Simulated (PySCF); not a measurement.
B3LYP has the VWN-RPA correlation part, as in Gaussian. Excitations are Tamm–Dancoff values on a coarser integration grid. The basis has no diffuse functions, so Rydberg states are missing or too high.

## CHNO, SMILES `O=C=N` (charge 0, multiplicity 1)

Computed with B3LYP-D3(BJ)/def2-TZVP run with PySCF.

```json
{
  "HOMO": "-8.59 eV",
  "dipole_moment": "2.18 D",
  "HOMO–LUMO gap": "8.43 eV",
  "LUMO": "-0.16 eV",
  "S1 excitation (TDA)": "6.63 eV",
  "S1 oscillator strength": "0.001",
  "T1 excitation (TDA)": "6.18 eV",
  "S1–T1 gap (TDA)": "0.45 eV",
  "vertical ionisation energy (Delta-SCF)": "11.70 eV",
  "adiabatic ionisation energy (no zero-point term)": "11.81 eV",
  "hole reorganisation energy (four-point)": "0.131 eV",
  "total_energy": "-168.7609 Ha",
  "cost": "very roughly 50 core-seconds"
}
```

```xyz
4

N     -0.6398     0.4126     0.0748
C      0.4924    -0.0027    -0.0203
O      1.6235    -0.2663    -0.0973
H     -1.4761    -0.1436     0.0429
```
